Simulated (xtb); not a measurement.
disulfane (H2S2), singlet, geometry from GFN2-xTB. Base run: GFN2-xTB (xtb).

Geometry (Å):
```xyz
4

S     -0.8988     0.0260     0.4896
S      0.8971     0.0784    -0.4872
H     -1.5219    -0.8544    -0.3056
H      1.5496    -0.8168     0.2670
```
Charge 0, spin multiplicity 1.
All else is at xtb's defaults.
Base energy -7.51300 Eh.

The base run was repeated with changes; each row names its change, and settings that it needs were set with it.

```tsv
change	ΔE vs base (mEh)	HOMO-LUMO gap (eV)	dipole (D)	SCF cycles
base	0.000	3.48	1.77	9
acc = 30	0.000	3.48	1.77	7
etemp = 3000	-0.055	3.48	1.77	9
file = coord	0.000	3.48	1.77	9
etemp = 5000	…	…	1.77	9
etemp = 1000	0.000	3.48	1.77	9
etemp = 10000	…	…	…	9
```

**Question.** What belongs in the gaps?

**Answer.** 
- etemp = 5000, ΔE vs base (mEh): -1.407
- etemp = 5000, HOMO-LUMO gap (eV): 3.50
- etemp = 10000, ΔE vs base (mEh): -22.253
- etemp = 10000, HOMO-LUMO gap (eV): 3.60
- etemp = 10000, dipole (D): 1.79
